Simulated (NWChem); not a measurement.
System: CH5ClSi; SMILES [SiH2](C)Cl

Input file for NWChem:

```
start job
memory heap 200 mb stack 900 mb global 1100 mb
geometry units angstroms
  Si    -0.105104     0.762927     0.303687
  C     -1.951452     0.333917     0.316912
  Cl     0.928477    -0.821870    -0.405850
  H      0.158905     1.897751    -0.579327
  H      0.374173     1.038961     1.656166
  H     -2.154870    -0.527374     0.947489
  H     -2.542388     1.163986     0.691681
  H     -2.311790     0.098640    -0.682071
end
basis spherical
  * library def2-svp
end
dft
  xc xpbe96 cpbe96
  disp vdw 4
  iterations 150
end
driver
  maxiter 120
end
task dft optimize
task dft freq
```

The level has its own optimisation; frequencies are unscaled.

Problem. Give the results of this calculation. (PBE-D3(BJ)/def2-SVP.) Quantities: r C–Si (Å); r Cl–Si (Å); r H–Si (Å); r C–H (Å); highest harmonic frequency (cm⁻¹); lowest (cm⁻¹); zero-point energy (kcal/mol); dipole (D).

Solution. 
```
Quantity                           Result
---------------------------------  ------
r C–Si (Å)                          1.877
r Cl–Si (Å)                         2.090
r H–Si (Å)                          1.502
r C–H (Å)                           1.109
highest harmonic frequency (cm⁻¹)    3091
lowest (cm⁻¹)                         166
zero-point energy (kcal/mol)         33.7
dipole (D)                           1.83
```
